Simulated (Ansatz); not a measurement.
Wavefunction ladder for `CC[N](C)[GaH][CH3]`

Z-matrix (Å, degrees):
```
C
C 1 1.523
H 1 1.093 2 110.5
H 1 1.092 2 111.8 3 120.3
H 1 1.093 2 110.6 3 -119.9
N 2 1.445 1 114.4 3 -59.5
H 2 1.102 1 108.9 3 177.6
H 2 1.095 1 108.8 3 62.3
Ga 6 1.828 2 122.7 1 109.0
C 6 1.441 2 114.3 1 -71.0
C 9 1.964 6 117.4 2 0.3
H 9 1.567 6 114.6 2 179.9
H 10 1.098 6 112.9 2 64.0
H 10 1.100 6 111.3 2 -56.5
H 10 1.092 6 110.3 2 -176.0
H 11 1.093 9 110.8 6 -55.3
H 11 1.091 9 111.5 6 -176.1
H 11 1.093 9 110.4 6 63.7
```

The species carries charge 0 and has multiplicity 1. Correlated methods include outer-core shells of Ga, which these sets cover unevenly. Scalar relativity is left out up to krypton. The structure was optimised at the PBE0-D4/def2-TZVP level. It is one conformer, not always the lowest. Frozen core, restricted reference, Ansatz 0.2.0.

```csv
basis,HF (Eh),MP2 corr.,CCSD corr.,(T),CCSD(T) total
def2-SVP,-2135.75437,-0.97219,-1.03408,-0.03247,-2136.82092
def2-TZVPP,-2136.23636,-1.16090,-1.21273,-0.04911,-2137.49820
def2-QZVPP,-2136.28711,-1.46727,–,–,–
```
